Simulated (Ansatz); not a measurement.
`C[Si](C)(Cl)CCC(F)(F)C(F)(F)C(F)(F)C(F)(F)C(F)(F)C(F)(F)F`. The state is a singlet with charge 0. Geometry r2SCAN-D4/def2-SVP.

```tsv
atom	x (Å)	y (Å)	z (Å)
C1	4.2408	-0.7032	-1.3269
Si2	3.1472	0.2683	-2.4902
C3	2.7324	-0.7055	-4.0306
Cl4	4.1861	1.9892	-3.0718
C5	1.5903	0.8705	-1.6169
C6	0.6808	-0.2553	-1.1220
C7	-0.5398	0.2906	-0.4085
F8	-1.2832	1.0549	-1.2495
F9	-0.1597	1.0775	0.6322
C10	-1.4480	-0.8266	0.1552
F11	-1.6919	-1.7024	-0.8480
F12	-0.7686	-1.4756	1.1288
C13	-2.8479	-0.4562	0.7159
F14	-3.4342	-1.6170	1.0698
F15	-3.5675	0.0985	-0.2762
C16	-2.9632	0.5161	1.9256
F17	-4.2829	0.5712	2.2139
F18	-2.5574	1.7355	1.5383
C19	-2.2156	0.1241	3.2272
F20	-0.9116	0.4144	3.0924
F21	-2.3576	-1.1935	3.4590
C22	-2.7361	0.8764	4.4811
F23	-2.8368	2.1816	4.2294
F24	-1.8691	0.6935	5.4757
F25	-3.9216	0.4072	4.8556
H26	3.7459	-1.6322	-0.9974
H27	4.4910	-0.1121	-0.4315
H28	5.1851	-0.9837	-1.8200
H29	3.6487	-0.9855	-4.5743
H30	2.1933	-1.6349	-3.7810
H31	2.1015	-0.1164	-4.7150
H32	1.0323	1.5247	-2.3090
H33	1.8958	1.5074	-0.7689
H34	1.2007	-0.9181	-0.4101
H35	0.3211	-0.8831	-1.9523
```

B3LYP takes the VWN-RPA correlation. Single mean-field runs in def2-SVP, def2-TZVP are fitted with def2-universal-jkfit.

(1) Estimate the orbital energies around the gap (eV) in Ansatz with PBE-D4/def2-SVP, PBE-D4/def2-TZVP, B3LYP-D4/def2-TZVP, PBE0-D4/def2-SVP, BHLYP-D4/def2-TZVP.

Results:

(1) 
| orbital | PBE-D4/def2-SVP | PBE-D4/def2-TZVP | B3LYP-D4/def2-TZVP | PBE0-D4/def2-SVP | BHLYP-D4/def2-TZVP |
| --- | --- | --- | --- | --- | --- |
| HOMO−5 | -8.39 | -8.62 | -10.11 | -10.24 | -12.03 |
| HOMO−4 | -8.16 | -8.36 | -9.82 | -9.97 | -11.46 |
| HOMO−3 | -8.15 | -8.30 | -9.48 | -9.67 | -11.08 |
| HOMO−2 | -7.88 | -8.08 | -9.32 | -9.48 | -10.94 |
| HOMO−1 | -7.10 | -7.31 | -8.45 | -8.55 | -9.95 |
| HOMO | -7.01 | -7.21 | -8.35 | -8.45 | -9.84 |
| LUMO | -0.43 | -0.83 | 0.00 | 0.55 | 1.09 |
| LUMO+1 | -0.37 | -0.79 | 0.07 | 0.65 | 1.50 |
| LUMO+2 | 0.25 | -0.24 | 0.21 | 1.06 | 1.59 |
| LUMO+3 | 0.35 | -0.06 | 0.73 | 1.27 | 1.97 |
| LUMO+4 | 0.56 | 0.17 | 0.97 | 1.64 | 2.04 |
| LUMO+5 | 0.80 | 0.35 | 1.15 | 1.84 | 2.23 |
